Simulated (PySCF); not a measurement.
Molfile (atoms numbered from 1):
```
C5H12B2O2
     RDKit          3D

 21 21  0  0  0  0  0  0  0  0999 V2000
   -1.2742    1.3903   -0.6399 C   0  0  0  0  0  0  0  0  0  0  0  0
   -1.0459    0.0110    0.0667 B   0  0  0  0  0  0  0  0  0  0  0  0
   -2.1173   -0.5246    1.0835 C   0  0  0  0  0  0  0  0  0  0  0  0
    0.2480   -0.8868   -0.1968 C   0  0  0  0  0  0  0  0  0  0  0  0
    1.1870   -0.8355    1.0112 C   0  0  0  0  0  0  0  0  0  0  0  0
    1.8373    0.4170    1.0981 O   0  0  0  0  0  0  0  0  0  0  0  0
    2.1013    1.1213   -0.0349 B   0  0  0  0  0  0  0  0  0  0  0  0
    1.7581    0.6841   -1.2727 O   0  0  0  0  0  0  0  0  0  0  0  0
    1.0685   -0.5409   -1.4323 C   0  0  0  0  0  0  0  0  0  0  0  0
   -0.8044    2.1305    0.0399 H   0  0  0  0  0  0  0  0  0  0  0  0
   -2.3332    1.6807   -0.7155 H   0  0  0  0  0  0  0  0  0  0  0  0
   -0.7743    1.5189   -1.6102 H   0  0  0  0  0  0  0  0  0  0  0  0
   -1.7643   -1.2948    1.7861 H   0  0  0  0  0  0  0  0  0  0  0  0
   -2.9003   -1.0007    0.4600 H   0  0  0  0  0  0  0  0  0  0  0  0
   -2.6313    0.2735    1.6416 H   0  0  0  0  0  0  0  0  0  0  0  0
   -0.1075   -1.9309   -0.2833 H   0  0  0  0  0  0  0  0  0  0  0  0
    1.9535   -1.6288    0.9399 H   0  0  0  0  0  0  0  0  0  0  0  0
    0.6432   -0.9953    1.9553 H   0  0  0  0  0  0  0  0  0  0  0  0
    2.6579    2.1855    0.0685 H   0  0  0  0  0  0  0  0  0  0  0  0
    1.8079   -1.3336   -1.6479 H   0  0  0  0  0  0  0  0  0  0  0  0
    0.4291   -0.4464   -2.3245 H   0  0  0  0  0  0  0  0  0  0  0  0
  1  2  1  0
  2  3  1  0
  2  4  1  0
  4  5  1  0
  5  6  1  0
  6  7  1  0
  7  8  1  0
  8  9  1  0
  9  4  1  0
  1 10  1  0
  1 11  1  0
  1 12  1  0
  3 13  1  0
  3 14  1  0
  3 15  1  0
  4 16  1  0
  5 17  1  0
  5 18  1  0
  7 19  1  0
  9 20  1  0
  9 21  1  0
M  END
```

[PySCF: structure optimised with PBE0-D3(BJ)/def2-SVP; PBE0/pcSseg-1 with gauge-including orbitals; in vacuum; averaged over atoms made equivalent by symmetry, fast rotation or ring inversion; relativity neglected; one conformer]

Referencing at the same level of theory: 13C (σref 184.41) and 1H (σref 31.27) vs TMS; BF3·OEt2 for 11B (σref 100.73); 17O (σref 334.56) against H2O.

| atoms | nucleus | count | δ (ppm) |
| --- | --- | --- | --- |
| H17/H20 | 1H | 2 | ? |
| B7 | 11B | 1 | 24.3 |
| C5/C9 | 13C | 2 | 64.7 |
| H18/H21 | 1H | 2 | ? |
| H16 | 1H | 1 | 1.20 |
| C1/C3 | 13C | 2 | 16.2 |
| C4 | 13C | 1 | ? |
| O6/O8 | 17O | 2 | 134.4 |
| H10/H11/H12/H13/H14/H15 | 1H | 6 | 1.01 |
| B2 | 11B | 1 | 89.0 |
| H19 | 1H | 1 | 4.03 |

Complete the table.

Results:


- C4: 39.5 ppm, sp3 CH bonded to B
- H17/H20: 4.19 ppm, hydrogen on an sp3 CH2 bonded to O; its carbon carries O, which withdraws density
- H18/H21: 4.12 ppm, hydrogen on an sp3 CH2 bonded to O; its carbon carries O, hence the downfield position

Hydrogens on boron are broadened and split by 11B (spin 3/2, 80 %) and 10B (spin 3). A carbon bonded to boron is broadened by the quadrupolar boron nucleus and is often missing from a measured spectrum. Shifts are as computed. Against solution values, carbons near 30 ppm lie about +2 ppm off and those near 130 ppm about +5 ppm. Of 1309 compounds with measured shifts, 239 miss one by over three times the rms of a fit or turn the order of signals round; such compounds aren't used in these exercises. Experimental scales use liquid or dissolved standards, which lie at an offset from isolated H2O (liquid H2O: subtract about 36 ppm).
